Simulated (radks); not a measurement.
Ba45+, 11 electrons, occupied as [Ne] 3s1. Calculated with a radial shooting solver on a logarithmic mesh with Libxc functionals: scalar-relativistic Kohn-Sham, PW91, spin-unpolarised, spherical densities, finite nucleus; Fermi nuclear charge, rms radius 4.8378 fm.

Local quantities along the radius. ELF = 1/(1 + alpha^2) is the electron localisation function; alpha = (tau - tau_W)/tau_unif compares the Pauli kinetic energy density with that of the uniform gas. tau is taken from the large components.

```
   r/bohr * ELF (the largest magnitude, 1, reaches the edge; | marks zero)
 0.001013 |                                                      *
 0.001133 |                                                      *
 0.001277 |                                                      *
  0.00144 |                                                      *
 0.001611 |                                                      *
 0.001816 |                                                      *
 0.002048 |                                                      *
  0.00229 |                                                      *
 0.002582 |                                                      *
 0.002911 |                                                      *
 0.003283 |                                                      *
 0.003672 |                                                      *
  0.00414 |                                                      *
 0.004668 |                                                      *
 0.005221 |                                                      *
 0.005886 |                                                      *
 0.006637 |                                                      *
 0.007423 |                                                      *
  0.00837 |                                                      *
 0.009437 |                                                      *
  0.01056 |                                                      *
   0.0119 |                                                     *
  0.01342 |                                                     *
  0.01501 |                                                    *
  0.01692 |                                                   *
  0.01908 |                                                 *
  0.02134 |                                             *
  0.02406 |                                       *
  0.02713 |                               *
  0.03035 |                       *
  0.03421 |                  *
  0.03858 |               *
  0.04349 |                *
  0.04865 |                    *
  0.05485 |                           *
  0.06185 |                                   *
  0.06917 |                                        *
  0.07799 |                                            *
  0.08794 |                                              *
  0.09836 |                                               *
   0.1109 |                                              *
    0.125 |                                           *
   0.1399 |                                   *
   0.1577 |                     *
   0.1778 |        *
   0.1989 |    *
   0.2242 |    *
   0.2528 |          *
   0.2828 |                        *
   0.3188 |                                          *
   0.3595 |                                                  *
   0.4021 |                                                     *
   0.4533 |                                                      *
   0.5111 |                                                      *
   0.5763 |                                                      *
   0.6446 |                                                      *
   0.7268 |                                                      *
   0.8195 |                                                      *
```

On this mesh the ELF has minima near r = 0.039, 0.20 bohr, which separate the shells, and maxima near 0.098 (0.87).
